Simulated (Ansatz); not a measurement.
Input for Ansatz (a first-principles code): R-CCSD(T)/cc-pVDZ on C3H9B (SMILES BC(C)C), a point of a torsion scan.

Ansatz 0.2 input:
```yaml
crystal:
  periodic: [false, false, false]
  atoms:
    - {symbol: B, position_ang: [-0.35696430, 1.53226083, 0.18804559]}
    - {symbol: C, position_ang: [0.19206284, 0.07317196, 0.40391346]}
    - {symbol: C, position_ang: [-1.09004425, -0.77042876, 0.14641863]}
    - {symbol: C, position_ang: [1.32480384, -0.36741270, -0.52518630]}
    - {symbol: H, position_ang: [-0.29845070, 2.03197934, -0.86708480]}
    - {symbol: H, position_ang: [-0.90219727, 2.08223086, 1.06398005]}
    - {symbol: H, position_ang: [0.51972532, -0.11822255, 1.42938088]}
    - {symbol: H, position_ang: [-1.39255983, -1.30663599, 1.04134798]}
    - {symbol: H, position_ang: [-0.90902190, -1.49154695, -0.64643437]}
    - {symbol: H, position_ang: [-1.92564097, -0.14257988, -0.16551277]}
    - {symbol: H, position_ang: [1.04707251, -0.22226595, -1.56676602]}
    - {symbol: H, position_ang: [1.56605643, -1.41905855, -0.37418609]}
    - {symbol: H, position_ang: [2.22083060, 0.21805416, -0.32879259]}
basis:
  gaussian:
    orbitals: cc-pVDZ
magnetization: {spin_polarized: false}
correlation: {method: ccsd_t, electrons: outside_noble_gas}
scf: {lower_state_search: off}
```

Output:

```
WARN ansatz: RAYON_NUM_THREADS=1 ignored (pool sized by the plan → 1); use --threads N
Functional definition: HF
these checks for a lower state are left out or cut short: stability, starts, cluster_reference, orbital_swaps, neighbouring_geometries, increment
integrals: 0.12 GiB planned
910 factors; integrals over basis functions are off by at most 1.1e-3 eV
mean field: 0.20 GiB planned
mean field evaluation 1: about -3902.4641 eV, gradient 2.9e1 eV
mean field evaluation 2: about -3902.4646 eV, gradient 2.9e1 eV
mean field evaluation 4: about -3905.0195 eV, gradient 3.4e0 eV
mean field evaluation 8: about -3905.0585 eV, gradient 3.1e-2 eV
mean field -3905.05854367 eV, -143.5082545362 hartree, gradient 1.3e-6 eV, S^2 0.000000; 0 other end points of the search recorded, 0 dependent functions left out
4 core orbitals not correlated
reference -3905.05854367 eV, -143.5082545362 hartree; 12, 12 occupied and 85, 85 virtual orbitals, 910 factors
second order -14.20964710 eV of doubles, -0.00000000 eV of singles
coupled cluster: 0.41 GiB planned
cycle   1  -15.38785742 eV  change    -1.2e0 eV  update   7.8e-2
cycle   2  -15.83885670 eV  change   -4.5e-1 eV  update   2.3e-2
cycle   3  -15.88320705 eV  change   -4.4e-2 eV  update   7.2e-3
cycle   4  -15.88345641 eV  change   -2.5e-4 eV  update   2.2e-3
cycle   5  -15.88380367 eV  change   -3.5e-4 eV  update   8.7e-4
cycle   6  -15.88372006 eV  change    8.4e-5 eV  update   3.5e-4
cycle   7  -15.88362664 eV  change    9.3e-5 eV  update   1.4e-4
cycle   8  -15.88362526 eV  change    1.4e-6 eV  update   5.6e-5
cycle   9  -15.88361418 eV  change    1.1e-5 eV  update   1.9e-5
perturbative correction -0.44424795 eV, -0.0163258110 hartree
Total energy: -3921.38640580 eV, -144.1082924019 hartree
Checks for a lower state left out: stability, starts, cluster_reference, orbital_swaps, neighbouring_geometries, increment
```

Self-consistency was reached.

Cost: roughly 7 core-seconds.
